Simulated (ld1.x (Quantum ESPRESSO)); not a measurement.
PBEsol RRKJ dataset for Ni, scalar-relativistic all-electron reference.

Input for ld1.x (Quantum ESPRESSO) 7.5:

```
&input
   title='Ni', zed=28., rel=1, dft='PBESOL', iswitch=3,
   config='[Ar] 3d8 4s2 4p0',
   nld=3, rlderiv=2.65, eminld=-7.0, emaxld=5.0, deld=0.02
 /
 &inputp
   pseudotype=2, tm=.false., lloc=0,
   nlcc=.true., new_core_ps=.true.,
   file_pseudopw='Ni.UPF', file_wfcaegen='ae.wfc', file_wfcncgen='nc.wfc', file_beta='beta', file_chi='chi'
 /
3
3P  2  1   6.00   0.00  0.80  0.80  0.0
3D  3  2   8.00   0.00  1.05  1.05  0.0
4S  1  0   2.00   0.00  2.45  2.45  0.0
 &test
   configts(1)='3p6 3d8 4s2 4p0'
 /
```

Command:

```bash
ld1.x < Ni.in > Ni.out
```

The program printed (shortened: banner, matrices, multipoles, cross overlaps and the repeated all-electron block are left out):

```
Program LD1 v.7.5
     --------------------------- All-electron run ----------------------------

     Ni
     scalar relativistic calculation

     atomic number is 28.00
     dft =PBESOL   lsd =0 sic =0 latt =0  beta=0.20 tr2=1.0E-14
     Exchange-correlation= PBESOL
                           (   1   4  10   8   0   0   0)
     mesh =1195 r(mesh) =  98.77016 a.u. xmin = -7.00 dx = 0.01250
     1 Ry =  13.60569312 eV, c = 137.03599908

     n l     nl                  e(Ry)          e(Ha)          e(eV)
     1 0     1S 1( 2.00)      -603.0081      -301.5041     -8204.3437
     2 0     2S 1( 2.00)       -72.0919       -36.0459      -980.8602
     2 1     2P 1( 6.00)       -62.0452       -31.0226      -844.1684
     3 0     3S 1( 2.00)        -8.1420        -4.0710      -110.7772
     3 1     3P 1( 6.00)        -5.2371        -2.6186       -71.2545
     3 2     3D 1( 8.00)        -0.6542        -0.3271        -8.9004
     4 0     4S 1( 2.00)        -0.4162        -0.2081        -5.6621
     4 1     4P 1( 0.00)        -0.0876        -0.0438        -1.1922

     final scf error:  5.1E-15 reached in  39 iterations

     Etot =   -3038.473244 Ry,   -1519.236622 Ha,  -41340.534517 eV

     Ekin =    3080.334450 Ry,    1540.167225 Ha,   41910.085242 eV
     Encl =   -7295.645835 Ry,   -3647.822917 Ha,  -99262.318363 eV
     Eh   =    1300.641018 Ry,     650.320509 Ha,   17696.122551 eV
     Exc  =    -123.802877 Ry,     -61.901438 Ha,   -1684.423945 eV

     normalization and overlap integrals

     s(1S/1S) =  1.000000  <r> =   0.0541  <r2> =    0.0039  r(max) =   0.0353
     s(2S/2S) =  1.000000  <r> =   0.2451  <r2> =    0.0709  r(max) =   0.2055
     s(2P/2P) =  1.000000  <r> =   0.2154  <r2> =    0.0570  r(max) =   0.1641
     s(3S/3S) =  1.000000  <r> =   0.7406  <r2> =    0.6339  r(max) =   0.6410
     s(3P/3P) =  1.000000  <r> =   0.7790  <r2> =    0.7171  r(max) =   0.6491
     s(3D/3D) =  1.000000  <r> =   1.0113  <r2> =    1.3894  r(max) =   0.6252
     s(4S/4S) =  1.000000  <r> =   2.7945  <r2> =    9.1358  r(max) =   2.2374
     s(4P/4P) =  1.000000  <r> =   4.3319  <r2> =   22.9842  r(max) =   3.1355

     ------------------------ End of All-electron run ------------------------

     --------------------- Generating NC pseudopotential ---------------------

      Generating local pot.: lloc=0, matching radius rcloc =   2.4500

      Computing core charge for nlcc:

       r > 0.35 : true rho core
      Core charge pseudized with two Bessel functions
      Integrated core pseudo-charge :   9.16

      Wfc   3P  rcut= 0.793  Estimated cut-off energy=      280.86 Ry
      This function has    0 nodes for 0 < r <    0.793

      Wfc   3D  rcut= 1.044  Estimated cut-off energy=      213.80 Ry
      This function has    0 nodes for 0 < r <    1.044

     ------------------- End of pseudopotential generation -------------------

     Computing logarithmic derivative in   2.64869

       Warning: n=2, l=1 expected 0 nodes, found 1
       Setting wfc to zero for this iteration
       (This warning will only be printed once per wavefunction)

     Computing logarithmic derivative in   2.64869
     Computing the partial wave expansion
       no projector for channel:   0
     R is outside the sphere for l=    1 j= 0.00
     R is outside the sphere for l=    2 j= 0.00

     ---------------------- Testing the pseudopotential ----------------------

     Ni
     scalar relativistic calculation

     atomic number is 28.00   valence charge is 16.00
     dft =PBESOL   lsd =0 sic =0 latt =0  beta=0.20 tr2=1.0E-14
     mesh =1195 r(mesh) =  98.77016 xmin = -7.00 dx = 0.01250

     n l     nl             e AE (Ry)        e PS (Ry)    De AE-PS (Ry)
     2 1     3P   1( 6.00)       -5.23711       -5.23711       -0.00000
     3 2     3D   1( 8.00)       -0.65417       -0.65417        0.00000
     1 0     4S   1( 2.00)       -0.41616       -0.41616        0.00000
     3 1     4P   1( 0.00)       -0.08762       -0.05154       -0.03608  !

     eps = 6.8E-15  iter = 12

     Etot =   -3038.473244 Ry,   -1519.236622 Ha,  -41340.534517 eV
     Etotps =  -296.206475 Ry,    -148.103238 Ha,   -4030.094406 eV

     Ekin =     177.475973 Ry,      88.737986 Ha,    2414.683625 eV
     Encl =    -394.017523 Ry,    -197.008761 Ha,   -5360.881499 eV
     Ehrt =     222.563996 Ry,     111.281998 Ha,    3028.137428 eV
     Ecxc =     -74.537603 Ry,     -37.268801 Ha,   -1014.135749 eV
     (Ecc =     -42.693276 Ry,     -21.346638 Ha,    -580.871618 eV)
     Epseu=    -227.691319 Ry,    -113.845659 Ha,   -3097.898212 eV

     ---------------------- End of pseudopotential test ----------------------
```

Generation and configuration tests took about 1.6 s on one core of a shared server CPU.
